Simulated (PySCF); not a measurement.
## Radial density of Se⁺ (selenium, charge +1)

wB97X-V, [Ar] 3d10 4s1 4p3 5s1, high-spin 6S determinant (an excited configuration). Calculation: PySCF 2.14, in aug-cc-pVQZ-PP with one added diffuse shell each of s, p, d, f, g type with ECP10MDF (8s7p6d4f3g, 114 functions); scalar relativity through the core potential. This is the valence pseudo-density: the core potential removes the inner electrons and smooths the orbitals near the nucleus.

```json
{"r (bohr)": "0.000590", "4πr²ρ (e/bohr)": "2.899e-05", "4πr²(ρα − ρβ)": "0.0000"}
{"r (bohr)": "0.000992", "4πr²ρ (e/bohr)": "8.140e-05", "4πr²(ρα − ρβ)": "0.0000"}
{"r (bohr)": "0.00167", "4πr²ρ (e/bohr)": "0.0002258", "4πr²(ρα − ρβ)": "0.0000"}
{"r (bohr)": "0.00281", "4πr²ρ (e/bohr)": "0.0006089", "4πr²(ρα − ρβ)": "0.0001"}
{"r (bohr)": "0.00472", "4πr²ρ (e/bohr)": "0.001568", "4πr²(ρα − ρβ)": "0.0002"}
{"r (bohr)": "0.00794", "4πr²ρ (e/bohr)": "0.003829", "4πr²(ρα − ρβ)": "0.0004"}
{"r (bohr)": "0.0134", "4πr²ρ (e/bohr)": "0.008471", "4πr²(ρα − ρβ)": "0.0009"}
{"r (bohr)": "0.0225", "4πr²ρ (e/bohr)": "0.01642", "4πr²(ρα − ρβ)": "0.0017"}
{"r (bohr)": "0.0378", "4πr²ρ (e/bohr)": "0.02973", "4πr²(ρα − ρβ)": "0.0025"}
{"r (bohr)": "0.0636", "4πr²ρ (e/bohr)": "0.09836", "4πr²(ρα − ρβ)": "0.0030"}
{"r (bohr)": "0.107", "4πr²ρ (e/bohr)": "0.7436", "4πr²(ρα − ρβ)": "0.0027"}
{"r (bohr)": "0.180", "4πr²ρ (e/bohr)": "4.791", "4πr²(ρα − ρβ)": "0.0204"}
{"r (bohr)": "0.303", "4πr²ρ (e/bohr)": "19.44", "4πr²(ρα − ρβ)": "0.2925"}
{"r (bohr)": "0.509", "4πr²ρ (e/bohr)": "32.29", "4πr²(ρα − ρβ)": "0.3858"}
{"r (bohr)": "0.856", "4πr²ρ (e/bohr)": "12.30", "4πr²(ρα − ρβ)": "0.2598"}
{"r (bohr)": "1.44", "4πr²ρ (e/bohr)": "3.471", "4πr²(ρα − ρβ)": "2.5642"}
{"r (bohr)": "2.42", "4πr²ρ (e/bohr)": "1.416", "4πr²(ρα − ρβ)": "1.4036"}
{"r (bohr)": "4.07", "4πr²ρ (e/bohr)": "0.3797", "4πr²(ρα − ρβ)": "0.3797"}
{"r (bohr)": "6.85", "4πr²ρ (e/bohr)": "0.06921", "4πr²(ρα − ρβ)": "0.0692"}
{"r (bohr)": "11.5", "4πr²ρ (e/bohr)": "0.0003018", "4πr²(ρα − ρβ)": "0.0003"}
```

Energies and moments cover only the electrons outside the core potential. The outer electron is Rydberg-like, and this basis confines it to a smaller radius and binds it less than a complete one would.
